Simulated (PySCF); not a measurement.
**Pd²⁺: ionisation energy**

Pd²⁺ [Kr] 4d8 (3F) → Pd³⁺ [Kr] 4d7 (4F), as a difference of total energies. Computed with PySCF 2.14 in def2-TZVPPD with the def2 core potential (28 electrons) (6s4p3d2f1g, 56 functions), with scalar relativity through the core potential. Correlated levels: valence: 4s2 4p6 frozen; valence and next inner shell: nothing frozen outside the core potential. The calculations carry no spin-orbit coupling.

```csv
method,ionisation energy (eV),difference from reference (eV)
UHF,31.177,-1.753
LDA,33.440,+0.510
PBE,33.141,+0.211
PBE0,32.972,+0.042
r2SCAN,32.970,+0.040
BLYP,33.080,+0.150
r2SCANh,32.935,+0.005
B97-3,33.024,+0.094
BP86,33.261,+0.331
MP2 (valence),32.754,-0.176
SCS-MP2 (valence),32.766,-0.164
MP2 (valence and next inner shell),32.712,-0.218
SCS-MP2 (valence and next inner shell),32.589,-0.341
```

Reference: 32.93 eV (semi-empirical (NIST evaluation); NIST Atomic Spectra Database, ionization energies).

The reference lies between the lowest fine-structure levels, while these numbers refer to the centres of the terms.

Errors of the correlated levels include the incompleteness of this basis and the frozen core.
